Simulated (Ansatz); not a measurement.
Consider the ligand exchange at the Si–O bond: `[SiH3][O][Ge][O][SiH3]` + `CN[SiH3]` → `CN([SiH3])[SiH3]` + `[OH][Ge][O][SiH3]`.

Computed with Ansatz on PBE0-D4/def2-TZVP structures; ΔE is electronic, products minus reactants. CCSD(T)/CBS is the MP2 limit (def2-TZVPP, def2-QZVPP) plus CCSD(T) − MP2 in def2-TZVPP, frozen cores. Functionals use def2-TZVPP. HSE06 is defined as in plane-wave codes. For Ge outer-core shells are correlated without core-valence functions, which leaves a few kJ/mol of doubt a bond. Scalar relativity is left out up to krypton. One conformer a species, not always the lowest.

`[SiH3][O][Ge][O][SiH3]`:

Z-matrix (Å, degrees):
```
Si
O 1 1.641
H 1 1.485 2 109.5
H 1 1.490 2 110.7 3 120.0
H 1 1.485 2 109.5 3 -120.0
Ge 2 1.793 1 139.9 3 -119.6
O 6 1.775 2 96.5 1 -179.7
Si 7 1.651 6 133.6 2 0.1
H 8 1.486 7 111.0 6 60.8
H 8 1.486 7 111.0 6 -60.9
H 8 1.485 7 107.4 6 179.9
```

`CN[SiH3]`:

```xyz
10

C     0.003    0.643    1.241
N     0.565   -0.234    0.236
Si   -0.159   -0.483   -1.299
H     0.780    1.010    1.917
H    -0.437    1.519    0.756
H    -0.783    0.174    1.848
H     1.119   -0.983    0.618
H    -0.342    0.839   -1.958
H    -1.504   -1.138   -1.272
H     0.758   -1.346   -2.087
```

`CN([SiH3])[SiH3]`:

```xyz
13

C     1.316   -0.728    0.064
N     0.014   -0.072   -0.044
Si   -0.134    1.173   -1.228
Si   -1.158   -0.466    1.159
H     1.207   -1.747    0.449
H     1.794   -0.808   -0.917
H     2.001   -0.190    0.729
H    -1.546    1.627   -1.263
H     0.277    0.644   -2.559
H     0.746    2.342   -0.936
H    -1.341   -1.943    1.210
H    -2.436    0.203    0.811
H    -0.738   -0.034    2.524
```

`[OH][Ge][O][SiH3]`:

Z-matrix (Å, degrees):
```
Si
O 1 1.640
H 1 1.486 2 109.6
H 1 1.486 2 109.6 3 -119.8
H 1 1.490 2 110.8 3 120.1
Ge 2 1.800 1 137.6 3 -120.2
O 6 1.774 2 96.3 1 179.9
H 7 0.964 6 112.5 2 -0.0
```

(1) Is it downhill or uphill in electronic energy at CCSD(T)/CBS, and by how much? (Best estimate.)

(2) What do these levels give: revPBE-D4, r2SCAN0-D4, HSE06-D4, HF/def2-TZVPP, SCS-MP2/def2-QZVPP, MP2/CBS(def2)? (Estimate.)

Largest T1 diagnostic among the species: 0.015.

## Answers

(1) Computed: Uphill: ΔE = +10.3 kcal/mol.

(2) The calculation gave: revPBE-D4 8.4, r2SCAN0-D4 10.6, HSE06-D4 9.6, HF/def2-TZVPP 14.7, SCS-MP2/def2-QZVPP 10.9, MP2/CBS(def2) 9.9 kcal/mol.

In def2-TZVPP, CCSD(T) changes the Hartree–Fock value by −4.4 kcal/mol (the triples alone add −0.6 kcal/mol) and MP2 by −4.8 kcal/mol. Leaving LDA and LC-ωPBE aside and taking each functional with its dispersion term where it has one, the values, not all of them listed here, spread over 4.0 kcal/mol, from revPBE-D4 to BHLYP-D4. LDA lies −1.3 kcal/mol from PBE without D4. From BLYP to BHLYP (50 % exact exchange), in def2-TZVPP and without D4, ΔE moves by +1.2 kcal/mol.
